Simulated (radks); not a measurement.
Charge is removed step by step from the 1s1/2 level of the lithium ion Li+, starting from [He]. All-electron calculation, Dirac Kohn-Sham, PBE, spin-unpolarised, spherical densities, finite nucleus; Fermi nuclear charge, rms radius 2.444 fm. Program: a radial shooting solver on a logarithmic mesh with Libxc functionals.

removed (e) = 0: E - E(0) (eV) 0.000; eigenvalue (eV) -60.414; E minus straight line (eV) 0.000
removed (e) = 0.1: E - E(0) (eV) 6.221; eigenvalue (eV) -64.026; E minus straight line (eV) -1.705
removed (e) = 0.2: E - E(0) (eV) 12.807; eigenvalue (eV) -67.699; E minus straight line (eV) -3.046
removed (e) = 0.3: E - E(0) (eV) 19.763; eigenvalue (eV) -71.431; E minus straight line (eV) -4.017
removed (e) = 0.4: E - E(0) (eV) 27.095; eigenvalue (eV) -75.220; E minus straight line (eV) -4.611
removed (e) = 0.5: E - E(0) (eV) 34.809; eigenvalue (eV) -79.062; E minus straight line (eV) -4.824
removed (e) = 0.6: E - E(0) (eV) 42.910; eigenvalue (eV) -82.954; E minus straight line (eV) -4.650
removed (e) = 0.7: E - E(0) (eV) 51.401; eigenvalue (eV) -86.891; E minus straight line (eV) -4.085
removed (e) = 0.8: E - E(0) (eV) 60.289; eigenvalue (eV) -90.869; E minus straight line (eV) -3.124
removed (e) = 0.9: E - E(0) (eV) 69.576; eigenvalue (eV) -94.882; E minus straight line (eV) -1.763
removed (e) = 1: E - E(0) (eV) 79.266; eigenvalue (eV) -98.921; E minus straight line (eV) 0.000

Removing the whole electron costs 79.266 eV by Delta-SCF, against 60.414 eV from minus the eigenvalue at the starting occupation. Slater's transition state (half an electron removed) gives 79.062 eV. Integrating minus the eigenvalue over the occupation (Janak's theorem) gives 79.266 eV. The mean slope of the eigenvalue, de/dn, is 38.5 eV per electron. Ionisation energy of Li+ in the NIST Atomic Spectra Database: 75.640 eV (theoretical).

Beside tabulated values, note that spin-unpolarised runs miss the spin-polarisation part of the exchange energy of open shells.
